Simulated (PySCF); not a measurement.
Cl2Mn (SMILES [Cl][Mn][Cl]), sextet, at a GFN2-xTB geometry (such geometries of metal compounds can be far from the true shape); DF-B3LYP/STO-3G in PySCF.

The PySCF input:
```python
from pyscf import gto, scf, dft

mol = gto.Mole()
mol.atom = '''
    Mn    0.000000    0.000000    0.000000
    Cl    0.000000    0.000000    1.976145
    Cl   -0.000000   -0.000000   -1.976145
'''
mol.basis = 'sto-3g'
mol.charge = 0
mol.spin = 5
mol.verbose = 4
mol.build()

mf = dft.UKS(mol)
mf.xc = 'b3lyp'
mf = mf.density_fit(auxbasis='def2-universal-jkfit')
mf.kernel()
mf.analyze()
```

Q: Write the output that PySCF gives for this input, abridged.

A: 
```
PySCF version 2.14.0

[INPUT] verbose = 4
[INPUT] num. atoms = 3
[INPUT] num. electrons = 59
[INPUT] charge = 0
[INPUT] spin (= nelec alpha-beta = 2S) = 5
[INPUT] symmetry False subgroup None
[INPUT] Mole.unit = angstrom
[INPUT] Symbol           X                Y                Z      unit          X                Y                Z       unit  Magmom
[...]
nuclear repulsion = 266.30977800715
number of shells = 18
number of NR pGTOs = 108
number of NR cGTOs = 36
basis = sto-3g
ecp = {}

******** <class 'pyscf.df.df_jk.DFUKS'> ********
method = DFUKS
initial guess = minao
damping factor = 0
level_shift factor = 0
DIIS = <class 'pyscf.scf.diis.CDIIS'>
diis_start_cycle = 1
diis_space = 8
diis_damp = 0
SCF conv_tol = 1e-09
SCF conv_tol_grad = None
SCF max_cycles = 50
direct_scf = False
number electrons alpha = 32  beta = 27
XC library pyscf.dft.libxc version 7.1.2
    S. Lehtola, C. Steigemann, M. J. T. Oliveira, and M. A. L. Marques,  SoftwareX 7, 1–5 (2018)
XC functionals = b3lyp
    P. J. Stephens, F. J. Devlin, C. F. Chabalowski, and M. J. Frisch,  J. Phys. Chem. 98, 11623 (1994)
radial grids:
    Treutler-Ahlrichs [JCP 102, 346 (1995); DOI:10.1063/1.469408] (M4) radial grids

becke partition: Becke, JCP 88, 2547 (1988); DOI:10.1063/1.454033
pruning grids: <function nwchem_prune>
grids dens level: 3
symmetrized grids: False
atomic radii adjust function: <function treutler_atomic_radii_adjust>
small_rho_cutoff = 0
Set gradient conv threshold to 3.16228e-05
tot grids = 58664
******** <class 'pyscf.df.df.DF'> ********
auxbasis = def2-universal-jkfit
init E= -2046.29324003261

cycle= 1 E= -2045.57446724027  delta_E= 0.719  |g|= 1.39  |ddm|= 6.77

cycle= 2 E= -2032.92244768567  delta_E= 12.7  |g|= 2.33  |ddm|= 7.35

cycle= 3 E= -2049.04240549892  delta_E= -16.1  |g|= 0.31  |ddm|= 4.96

cycle= 4 E= -2049.14548823064  delta_E= -0.103  |g|= 0.168  |ddm|= 0.675
cycle= 5 E= -2049.15570507592  delta_E= -0.0102  |g|= 0.137  |ddm|= 0.154
cycle= 6 E= -2049.16638607139  delta_E= -0.0107  |g|= 0.087  |ddm|= 0.19
cycle= 7 E= -2049.17165629874  delta_E= -0.00527  |g|= 0.0389  |ddm|= 0.129
cycle= 8 E= -2049.17304296238  delta_E= -0.00139  |g|= 0.00236  |ddm|=  0.1
cycle= 9 E= -2049.1730489708  delta_E= -6.01e-06  |g|= 0.000535  |ddm|= 0.00636
cycle= 10 E= -2049.17304924898  delta_E= -2.78e-07  |g|= 2.38e-05  |ddm|= 0.00147
cycle= 11 E= -2049.17304924951  delta_E= -5.28e-10  |g|= 7.74e-07  |ddm|= 6.03e-05
Extra cycle  E= -2049.17304924951  delta_E= -1.82e-12  |g|= 3.34e-07  |ddm|= 2.97e-06
converged SCF energy = -2049.17304924951  <S^2> = 8.7587951  2S+1 = 6.002931
**** SCF Summaries ****
Total Energy =                       -2049.173049249512587
Nuclear Repulsion Energy =             266.309778007150271
One-electron Energy =                -3359.671829776318646
Two-electron Energy =                 1044.189002519655560
Two-electron Coulomb Energy =         1152.777029511018327
DFT Exchange-Correlation Energy =     -108.588026991362796
**** MO energy ****
                             alpha | beta                alpha | beta
[...]
To work with the spin densities directly, `use mulliken_meta_spin()` only printing them here.

 ** Mulliken spin pop alpha/beta on meta-lowdin orthogonal AOs **
 ** Mulliken Spin Density (per AO)  **
spin_pop of  0 Mn 1s        0.00000
spin_pop of  0 Mn 2s        0.00001
spin_pop of  0 Mn 3s        0.00007
spin_pop of  0 Mn 4s        0.52985
spin_pop of  0 Mn 2px      -0.00000
spin_pop of  0 Mn 2py      -0.00000
spin_pop of  0 Mn 2pz      -0.00000
spin_pop of  0 Mn 3px       0.00029
spin_pop of  0 Mn 3py       0.00029
spin_pop of  0 Mn 3pz       0.00028
spin_pop of  0 Mn 4px       0.01923
spin_pop of  0 Mn 4py       0.01923
spin_pop of  0 Mn 4pz       0.00347
spin_pop of  0 Mn 3dxy      1.00000
spin_pop of  0 Mn 3dyz      0.97840
spin_pop of  0 Mn 3dz^2     0.48650
spin_pop of  0 Mn 3dxz      0.97840
spin_pop of  0 Mn 3dx2-y2    1.00000
spin_pop of  1 Cl 1s        0.00000
spin_pop of  1 Cl 2s        0.00003
spin_pop of  1 Cl 3s        0.00621
spin_pop of  1 Cl 2px      -0.00000
spin_pop of  1 Cl 2py      -0.00000
spin_pop of  1 Cl 2pz       0.00001
spin_pop of  1 Cl 3px       0.00104
spin_pop of  1 Cl 3py       0.00104
spin_pop of  1 Cl 3pz      -0.01634
spin_pop of  2 Cl 1s        0.00000
spin_pop of  2 Cl 2s        0.00003
spin_pop of  2 Cl 3s        0.00621
spin_pop of  2 Cl 2px      -0.00000
spin_pop of  2 Cl 2py      -0.00000
spin_pop of  2 Cl 2pz       0.00001
spin_pop of  2 Cl 3px       0.00104
spin_pop of  2 Cl 3py       0.00104
spin_pop of  2 Cl 3pz      -0.01634
 ** Mulliken Spin Density (per atom)  **
spin density of  0 Mn =      5.01603
spin density of  1 Cl =     -0.00801
spin density of  2 Cl =     -0.00801
 ** Mulliken pop alpha/beta on meta-lowdin orthogonal AOs **
 ** Mulliken pop       alpha | beta **
[...]
In total            32.00000 | 27.00000
 ** Mulliken atomic charges   ( Nelec_alpha | Nelec_beta ) **
charge of  0Mn =      1.13431  (    14.44086      9.42483 )
charge of  1Cl =     -0.56715  (     8.77957      8.78758 )
charge of  2Cl =     -0.56715  (     8.77957      8.78758 )
Dipole moment(X, Y, Z, Debye):  0.00000, -0.00000, -0.00000
```
